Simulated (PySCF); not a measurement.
C₂H₃F₂, SMILES C[C](F)F, multiplicity 2.

Coordinates come from a r2SCAN-D4/def2-SVP optimisation. The isomer is the one that the SMILES or the coordinates give; other isomers of the formula were not compared.

Calculation: M06-2X/def2-TZVPD (PySCF).

Isolated molecule, no solvent.

### Question
Estimate the frontier levels, dipole moment and polarisability. (The exact figures need the calculation; the answer reports its results.)

### Answer

| Item | Result |
|---|---|
| α spin, highest occupied and lowest empty level | -7.89 and 0.47 eV |
| β spin, highest occupied and lowest empty level | -12.85 and -0.82 eV |
| dipole moment | 2.10 D |
| quadrupole, principal values (traceless, Buckingham form, about the centre of nuclear charge) | -2.11, 0.33, 1.78 D·Å |
| mean static polarisability | 28.5 bohr³ (4.23 Å³) |
| polarisability, principal values | 26.1, 28.7, 30.8 bohr³ |
| ⟨S²⟩ | 0.753 (pure state 0.75) |
